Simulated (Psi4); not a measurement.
Input file for Psi4: SAPT0/jun-cc-pV(D+d)Z on CH4AlN (a complex), monomers drawn apart or pushed together.

```
memory 8100 MB

molecule dimer {
0 1
Al   -0.16156664    0.36406354    0.26279560
H     1.25364788    0.82433566   -0.29958177
H    -1.23650146    1.48888221    0.59489616
H    -0.69082091   -1.08214948   -0.13618389
--
0 1
C     0.97395361   -0.46260868    4.03834304
N     0.65211399   -0.23013242    2.96956124
H     1.27545955   -0.68004472    5.03934185
units angstrom
symmetry c1
no_reorient
no_com
}

set {
  basis jun-cc-pV(D+d)Z
  scf_type df
  freeze_core true
}

energy('sapt0')
```

It printed:

```
[...]
==> Input File <==

--------------------------------------------------------------------------
memory 8100 MB

molecule dimer {
0 1
Al   -0.16156664    0.36406354    0.26279560
H     1.25364788    0.82433566   -0.29958177
H    -1.23650146    1.48888221    0.59489616
H    -0.69082091   -1.08214948   -0.13618389
--
0 1
C     0.97395361   -0.46260868    4.03834304
N     0.65211399   -0.23013242    2.96956124
H     1.27545955   -0.68004472    5.03934185
units angstrom
symmetry c1
no_reorient
no_com
}

set {
  basis jun-cc-pV(D+d)Z
  scf_type df
  freeze_core true
}

energy('sapt0')
--------------------------------------------------------------------------


   => Loading Basis Set <=

    Name: JUN-CC-PV(D+D)Z
    Role: ORBITAL
    Keyword: BASIS
    atoms 1      entry AL         line   500 file jun-cc-pv_dpd_z.gbs
    atoms 2-4, 7 entry H          line    60 file jun-cc-pv_dpd_z.gbs
    atoms 5      entry C          line   188 file jun-cc-pv_dpd_z.gbs
    atoms 6      entry N          line   222 file jun-cc-pv_dpd_z.gbs

   => Loading Basis Set <=

    Name: JUN-CC-PV(D+D)Z
    Role: ORBITAL
    Keyword: BASIS
    atoms 1      entry AL         line   500 file jun-cc-pv_dpd_z.gbs
    atoms 2-4, 7 entry H          line    60 file jun-cc-pv_dpd_z.gbs
    atoms 5      entry C          line   188 file jun-cc-pv_dpd_z.gbs
    atoms 6      entry N          line   222 file jun-cc-pv_dpd_z.gbs


  //>>>>>>>>>>>>>>>>>>>>>>>>>>>>>>>>>>>//
  //              Dimer HF             //
  //<<<<<<<<<<<<<<<<<<<<<<<<<<<<<<<<<<<//

   => Libint2 <=

    Primary   basis highest AM E, G, H:  7, 6, 3
    Auxiliary basis highest AM E, G, H:  7, 7, 4
    Onebody   basis highest AM E, G, H:  -, -, -
    Solid Harmonics ordering:            Gaussian


   => Loading Basis Set <=

    Name: JUN-CC-PV(D+D)Z
    Role: ORBITAL
    Keyword: BASIS
    atoms 1      entry AL         line   500 file jun-cc-pv_dpd_z.gbs
    atoms 2-4, 7 entry H          line    60 file jun-cc-pv_dpd_z.gbs
    atoms 5      entry C          line   188 file jun-cc-pv_dpd_z.gbs
    atoms 6      entry N          line   222 file jun-cc-pv_dpd_z.gbs


         ---------------------------------------------------------
                                   SCF
               by Justin Turney, Rob Parrish, Andy Simmonett
                          and Daniel G. A. Smith
                              RHF Reference
                        4 Threads,   7724 MiB Core
         ---------------------------------------------------------

  ==> Geometry <==

    Molecular point group: c1
    Full point group: C1

    Geometry (in Angstrom), charge = 0, multiplicity = 1:

       Center              X                  Y                   Z               Mass
    ------------   -----------------  -----------------  -----------------  -----------------
         AL          -0.161566640000     0.364063540000     0.262795600000    26.981538530000
         H            1.253647880000     0.824335660000    -0.299581770000     1.007825032230
         H           -1.236501460000     1.488882210000     0.594896160000     1.007825032230
         H           -0.690820910000    -1.082149480000    -0.136183890000     1.007825032230
         C            0.973953610000    -0.462608680000     4.038343040000    12.000000000000
         N            0.652113990000    -0.230132420000     2.969561240000    14.003074004430
         H            1.275459550000    -0.680044720000     5.039341850000     1.007825032230

  Running in c1 symmetry.

  Rotational constants: A =      1.24740  B =      0.04531  C =      0.04459 [cm^-1]
  Rotational constants: A =  37396.19954  B =   1358.25550  C =   1336.65258 [MHz]
  Nuclear repulsion =   71.541335565596626

  Charge       = 0
  Multiplicity = 1
  Electrons    = 30
  Nalpha       = 15
  Nbeta        = 15

  ==> Algorithm <==

  SCF Algorithm Type is DF.
  DIIS enabled.
  MOM disabled.
  Fractional occupation disabled.
  Guess Type is SAD.
  Energy threshold   = 1.00e-08
  Density threshold  = 1.00e-08
  Integral threshold = 1.00e-12

  ==> Primary Basis <==

  Basis Set: JUN-CC-PV(D+D)Z
    Blend: JUN-CC-PV(D+D)Z
    Number of shells: 39
    Number of basis functions: 83
    Number of Cartesian functions: 87
    Spherical Harmonics?: true
    Max angular momentum: 2

   => Loading Basis Set <=

    Name: (JUN-CC-PV(D+D)Z AUX)
    Role: JKFIT
    Keyword: DF_BASIS_SCF
    atoms 1      entry AL         line   426 file jun-cc-pvdz-jkfit.gbs
    atoms 2-4, 7 entry H          line    70 file jun-cc-pvdz-jkfit.gbs
    atoms 5      entry C          line   146 file jun-cc-pvdz-jkfit.gbs
    atoms 6      entry N          line   202 file jun-cc-pvdz-jkfit.gbs

  ==> Integral Setup <==

  DFHelper Memory: AOs need 0.021 GiB; user supplied 5.658 GiB.
  SCF_SUBTYPE=INCORE selected. In-core MEM_DF algorithm will be used.
  Using in-core AOs.

  ==> MemDFJK: Density-Fitted J/K Matrices <==

    J tasked:                   Yes
    K tasked:                   Yes
    wK tasked:
[...]
 4.562103    79A      4.562114
      80A     10.965145    81A     11.157645    82A     11.157647
      83A     88.300299

    Final Occupation by Irrep:
              A
    DOCC [     7 ]
    NA   [     7 ]
    NB   [     7 ]

  @DF-RHF Final Energy:   -92.88683955610973

   => Energetics <=

    Nuclear Repulsion Energy =             24.1447750329451445
    One-Electron Energy =                -172.9585202607689780
    Two-Electron Energy =                  55.9269056717141027
    Total Energy =                        -92.8868395561097202

Computation Completed


Properties will be evaluated at   0.000000,   0.000000,   0.000000 [a0]

Properties computed using the SCF density matrix


 Multipole Moments:

 ------------------------------------------------------------------------------------
     Multipole            Electronic (a.u.)      Nuclear  (a.u.)        Total (a.u.)
 ------------------------------------------------------------------------------------

 L = 1.  Multiply by 2.5417464519 to convert [e a0] to [Debye]
 Dipole X            :        -21.7149938           22.0795206            0.3645269
 Dipole Y            :          9.3114060           -9.5745312           -0.2631253
 Dipole Z            :        -93.3823480           94.5927522            1.2104042
 Magnitude           :                                                    1.2911983

 ------------------------------------------------------------------------------------

  Constructing Basis Sets for SAPT...

   => Loading Basis Set <=

    Name: (JUN-CC-PV(D+D)Z AUX)
    Role: RIFIT
    Keyword: DF_BASIS_SAPT
    atoms 1      entry AL         line   320 file jun-cc-pvdz-ri.gbs
    atoms 2-4, 7 entry H          line    30 file jun-cc-pvdz-ri.gbs
    atoms 5      entry C          line   100 file jun-cc-pvdz-ri.gbs
    atoms 6      entry N          line   144 file jun-cc-pvdz-ri.gbs

   => Loading Basis Set <=

    Name: (JUN-CC-PV(D+D)Z AUX)
    Role: JKFIT
    Keyword: DF_BASIS_ELST
    atoms 1      entry AL         line   426 file jun-cc-pvdz-jkfit.gbs
    atoms 2-4, 7 entry H          line    70 file jun-cc-pvdz-jkfit.gbs
    atoms 5      entry C          line   146 file jun-cc-pvdz-jkfit.gbs
    atoms 6      entry N          line   202 file jun-cc-pvdz-jkfit.gbs


  //>>>>>>>>>>>>>>>>>>>>>>>>>>>>>>>>>>>//
  //               SAPT0               //
  //<<<<<<<<<<<<<<<<<<<<<<<<<<<<<<<<<<<//



        SAPT0
    Ed Hohenstein
     6 June 2009

      Orbital Information
  --------------------------
    NSO        =        83
    NMO        =        83
    NRI        =       271
    NRI (Elst) =       371
    NOCC A     =         8
    NOCC B     =         7
    FOCC A     =         5
    FOCC B     =         2
    NVIR A     =        75
    NVIR B     =        76

    Elst10,r            =    -0.014743987104 [Eh]
    Exch10              =     0.005000161154 [Eh]
    Exch10 (S^2)        =     0.004981182344 [Eh]

    Maxiter = 50
    CPHF R converge = 1.000000E-08

    Iter     Energy [mEh]          dE [mEh]         Residual      Time [s]
       1      -0.82940299       0.829402989     3.599857e-03             0
       2      -0.93503419       0.105631201     3.211906e-04             0
       3      -0.93394894      -0.001085254     6.431495e-05             0
       4      -0.93354627      -0.000402663     9.231518e-06             0
       5      -0.93365725       0.000110975     5.692996e-07             0
       6      -0.93365165      -0.000005598     7.480367e-08             0
       7      -0.93365203       0.000000382     1.256262e-08             0
       8      -0.93365200      -0.000000028     3.192322e-09             0

    CHF Iterations converged

    Maxiter = 50
    CPHF R converge = 1.000000E-08

    Iter     Energy [mEh]          dE [mEh]         Residual      Time [s]
       1      -3.89954462       3.899544621     2.015740e-02             0
       2      -4.05899788       0.159453258     6.871439e-03             0
       3      -4.68815042       0.629152540     1.006899e-03             0
       4      -4.68158611      -0.006564307     2.709944e-04             0
       5      -4.67555482      -0.006031289     4.453459e-05             0
       6      -4.67638789       0.000833069     9.594377e-06             0
       7      -4.67628001      -0.000107878     1.224337e-06             0
       8      -4.67628659       0.000006571     1.248303e-07             0
       9      -4.67628670       0.000000115     2.400228e-08             0
      10      -4.67628657      -0.000000134     6.777782e-09             0

    CHF Iterations converged

    Ind20,r (A<-B)      =    -0.000933652004 [Eh]
    Ind20,r (B<-A)      =    -0.004676286567 [Eh]
    Ind20,r             =    -0.005609938571 [Eh]
    Exch-Ind20,r (A<-B) =     0.000383265083 [Eh]
    Exch-Ind20,r (B<-A) =     0.001684570260 [Eh]
    Exch-Ind20,r        =     0.002067835343 [Eh]
    Disp20              =    -0.002701879128 [Eh]
    Disp20 (SS)         =    -0.001350939564 [Eh]
    Disp20 (OS)         =    -0.001350939564 [Eh]
    Exch-Disp20         =     0.000292400588 [Eh]
    Exch-Disp20 (SS)    =     0.000168504341 [Eh]
    Exch-Disp20 (OS)    =     0.000123896247 [Eh]

    SAPT Results
  --------------------------------------------------------------------------------------------------------
    Electrostatics                -14.74398710 [mEh]      -9.25199159 [kcal/mol]     -38.71033281 [kJ/mol]
      Elst10,r                    -14.74398710 [mEh]      -9.25199159 [kcal/mol]     -38.71033281 [kJ/mol]

    Exchange                        5.00016115 [mEh]       3.13764849 [kcal/mol]      13.12792130 [kJ/mol]
      Exch10                        5.00016115 [mEh]       3.13764849 [kcal/mol]      13.12792130 [kJ/mol]
      Exch10(S^2)                   4.98118234 [mEh]       3.12573911 [kcal/mol]      13.07809244 [kJ/mol]

    Induction                      -4.66242475 [mEh]      -2.92571570 [kcal/mol]     -12.24119450 [kJ/mol]
      Ind20,r                      -5.60993857 [mEh]      -3.52028960 [kcal/mol]     -14.72889169 [kJ/mol]
      Exch-Ind20,r                  2.06783534 [mEh]       1.29758627 [kcal/mol]       5.42910094 [kJ/mol]
      delta HF,r (2)               -1.12032152 [mEh]      -0.70301237 [kcal/mol]      -2.94140376 [kJ/mol]

    Dispersion                     -2.40947854 [mEh]      -1.51197061 [kcal/mol]      -6.32608504 [kJ/mol]
      Disp20                       -2.70187913 [mEh]      -1.69545475 [kcal/mol]      -7.09378267 [kJ/mol]
      Exch-Disp20                   0.29240059 [mEh]       0.18348414 [kcal/mol]       0.76769764 [kJ/mol]
      Disp20 (SS)                  -1.35093956 [mEh]      -0.84772738 [kcal/mol]      -3.54689134 [kJ/mol]
      Disp20 (OS)                  -1.35093956 [mEh]      -0.84772738 [kcal/mol]      -3.54689134 [kJ/mol]
      Exch-Disp20 (SS)              0.16850434 [mEh]       0.10573807 [kcal/mol]       0.44240809 [kJ/mol]
      Exch-Disp20 (OS)              0.12389625 [mEh]       0.07774607 [kcal/mol]       0.32528955 [kJ/mol]

  Total HF                        -14.40625070 [mEh]      -9.04005880 [kcal/mol]     -37.82360600 [kJ/mol]
  Total SAPT0                     -16.81572924 [mEh]     -10.55202941 [kcal/mol]     -44.14969104 [kJ/mol]

  Special recipe for scaled SAPT0 (see Manual):
    Electrostatics sSAPT0         -14.74398710 [mEh]      -9.25199159 [kcal/mol]     -38.71033281 [kJ/mol]
    Exchange sSAPT0                 5.00016115 [mEh]       3.13764849 [kcal/mol]      13.12792130 [kJ/mol]
    Induction sSAPT0               -4.63869859 [mEh]      -2.91082731 [kcal/mol]     -12.17890148 [kJ/mol]
    Dispersion sSAPT0              -2.40612356 [mEh]      -1.50986533 [kcal/mol]      -6.31727654 [kJ/mol]
  Total sSAPT0                    -16.78864811 [mEh]     -10.53503574 [kcal/mol]     -44.07858953 [kJ/mol]
  --------------------------------------------------------------------------------------------------------



*** Psi4 exiting successfully. Buy a developer a beer!
```

The run finished.

Cost: about 9 core-seconds (a rough figure).
